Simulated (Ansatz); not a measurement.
Ansatz (a quantum-chemistry and plane-wave program) input (CCSD(T)/def2-SVPD):

Ansatz 0.2 input:
```yaml
crystal:
  periodic: [false, false, false]
  atoms:
    - {symbol: Mg, position_ang: [-0.20932337, 0.84865598, -0.01045506]}
    - {symbol: Cl, position_ang: [1.50564249, 0.03693933, -1.35054353]}
    - {symbol: Cl, position_ang: [-1.35788482, -0.63599061, 1.35792357]}
basis:
  gaussian:
    orbitals: def2-SVPD
total_charge: -1
magnetization: {spin_polarized: true, initial_magnetization: 1}
correlation: {method: ccsd_t, electrons: outside_noble_gas}
output: {forces: true}
```

End of the output:

```
integrals: 0.08 GiB planned
651 factors; integrals over basis functions are off by at most 1.7e-4 eV
mean field: 0.28 GiB planned
mean field evaluation 1: about -30433.8554 eV, gradient 7.5e0 eV
mean field evaluation 2: about -30433.9619 eV, gradient 7.6e0 eV
mean field evaluation 4: about -30434.8939 eV, gradient 1.3e0 eV
mean field evaluation 8: about -30434.9559 eV, gradient 4.7e-2 eV
mean field evaluation 16: about -30433.8556 eV, gradient 7.5e0 eV
mean field evaluation 32: about -30432.7218 eV, gradient 4.9e-1 eV
mean field evaluation 64: about -30431.9852 eV, gradient 2.5e-1 eV
mean field -30434.95624455 eV, -1118.4640124327 hartree, gradient 5.2e-6 eV, S^2 0.750928; 2 other end points of the search recorded, 0 dependent functions left out
determinant -30434.95624455 eV, -1118.4640124327 hartree, with singles and doubles -30444.29423922 eV, -1118.8071774075 hartree
determinant -30432.74443033 eV, -1118.3827297596 hartree, with singles and doubles -30442.13968993 eV, -1118.7279991815 hartree
determinant -30432.02030921 eV, -1118.3561187991 hartree, with singles and doubles -30441.42062106 eV, -1118.7015738878 hartree
15 core orbitals not correlated
reference -30434.95624455 eV, -1118.4640124327 hartree; 9, 8 occupied and 51, 52 virtual orbitals, 651 factors
densities: 0.35 GiB planned
second order -8.66051536 eV of doubles, -0.00000000 eV of singles
coupled cluster: 0.27 GiB planned
cycle   1  -9.33835980 eV  change   -3.7e-4 eV  update   4.6e-4
cycle   2  -9.33840859 eV  change   -4.9e-5 eV  update   2.7e-4
cycle   3  -9.33844187 eV  change   -3.3e-5 eV  update   1.6e-4
cycle   4  -9.33841888 eV  change    2.3e-5 eV  update   3.6e-5
cycle   5  -9.33842685 eV  change   -8.0e-6 eV  update   1.5e-5
cycle   6  -9.33844176 eV  change   -1.5e-5 eV  update   2.9e-6
cycle   7  -9.33844522 eV  change   -3.5e-6 eV  update   1.1e-6
perturbative correction -0.23433731 eV, -0.0086117373 hartree
the calculation of the forces begins
Total energy: -30444.52902707 eV, -1118.8158057020 hartree
Atom 0 at    -0.209323     0.848656    -0.010455 Å, force    -0.085898     0.348254    -0.004290 eV/Å
Atom 1 at     1.505642     0.036939    -1.350544 Å, force     0.271465    -0.120426    -0.213997 eV/Å
Atom 2 at    -1.357885    -0.635991     1.357924 Å, force    -0.185568    -0.227828     0.218287 eV/Å
Dipole moment:     0.051035    -0.206912     0.002549 e Å
```
